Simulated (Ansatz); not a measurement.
Compare A (`BN[SiH2]C=C`) with its isomer B (`C=CB(N)[SiH3]`).

Program: Ansatz. Geometries: PBE0-D4/def2-TZVP. ΔE: electronic, gas phase. CBS: MP2 limit from def2 TZ/QZ plus the TZ coupled-cluster correction, frozen cores. DFT in def2-TZVPP. Each species was taken in one conformer, which may not be the lowest.

A:

Z-matrix (Å, degrees):
```
Si
N 1 1.747
C 1 1.856 2 111.3
H 1 1.482 2 105.9 3 122.0
H 1 1.489 2 110.3 3 -118.3
B 2 1.398 1 127.2 3 -119.5
H 2 1.011 1 116.2 3 59.6
C 3 1.331 1 122.4 2 -119.6
H 3 1.089 1 119.3 2 60.5
H 6 1.198 2 119.0 1 -0.4
H 6 1.198 2 119.7 1 179.5
H 8 1.087 3 122.4 1 -179.7
H 8 1.087 3 121.5 1 0.2
```

B:

```xyz
13

C    -0.913   -1.870   -0.966
C    -0.041   -0.861   -0.983
B    -0.090    0.335    0.016
N    -1.315    0.915    0.331
Si    1.591    1.043    0.898
H    -0.832   -2.722   -1.634
H    -1.735   -1.898   -0.255
H     0.785   -0.929   -1.691
H    -1.428    1.659    0.997
H    -2.177    0.629   -0.110
H     2.265   -0.004    1.719
H     2.583    1.501   -0.118
H     1.307    2.201    1.798
```

(1) Which is lower in electronic energy at CCSD(T)/CBS, and by how much? (Best estimate.)

(2) Give E(B) − E(A) in kJ/mol with PBE-D4, r2SCAN-D4, ωB97M-V, MP2/def2-TZVPP, CCSD(T)/def2-TZVPP, HF/def2-TZVPP, PBE0-D4. (An estimate is asked.)

Largest T1 diagnostic: 0.013.

Results:

(1) Ansatz gave: A, by 52.0 kJ/mol.

(2) The calculation gave: PBE-D4 29.0, r2SCAN-D4 41.8, ωB97M-V 52.9, MP2/def2-TZVPP 57.2, CCSD(T)/def2-TZVPP 50.1, HF/def2-TZVPP 69.5, PBE0-D4 36.5. None reverses the order clearly.

In def2-TZVPP, CCSD(T) changes the Hartree–Fock value by −19.4 kJ/mol (the triples alone add −2.6 kJ/mol) and MP2 by −12.3 kJ/mol. From PBE to PBE0 (25 % exact exchange), in def2-TZVPP and without D4, E(B) − E(A) moves by +7.5 kJ/mol.
